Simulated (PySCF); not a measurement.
H₆OSn₂. Atoms are numbered in the order given.

```xyz
9

O      0.3317    -0.6862    -0.0167
Sn    -1.6443    -0.7438    -0.0004
H     -2.0319    -2.4086    -0.0361
H     -2.2243     0.0844    -1.3896
H     -2.2002     0.0175     1.4361
Sn     1.6042     0.8269     0.0025
H      0.7085     2.2957    -0.0253
H      2.5786     0.6629    -1.3964
H      2.5210     0.6837     1.4425
```

Geometry: PBE0-D3(BJ)/def2-SVP. The geometry has at least one imaginary mode, so it is a saddle point at that level. The def2 effective core potentials stand for the cores of Sn; spin–orbit coupling is left out.

Method: HF/def2-TZVP (PySCF).

ESP charges are fitted to the potential on shells at 1.4 to 2.0 van der Waals radii. Atomic charges (e):

```csv
atom,ESP fit,Mulliken,Löwdin
O1,-0.55,-0.99,?
Sn2,0.63,0.76,?
H3,-0.11,-0.08,?
H4,-0.12,-0.09,?
H5,-0.12,-0.09,?
Sn6,0.64,0.76,?
H7,-0.13,-0.09,?
H8,-0.12,-0.09,?
H9,-0.12,-0.09,?
```

Complete the blanks. (An estimate is asked for; the answer gives what the named calculation found.)


- O1, Löwdin: -0.51
- Sn2, Löwdin: 0.52
- H3, Löwdin: -0.08
- H4, Löwdin: -0.09
- H5, Löwdin: -0.09
- Sn6, Löwdin: 0.52
- H7, Löwdin: -0.09
- H8, Löwdin: -0.09
- H9, Löwdin: -0.09
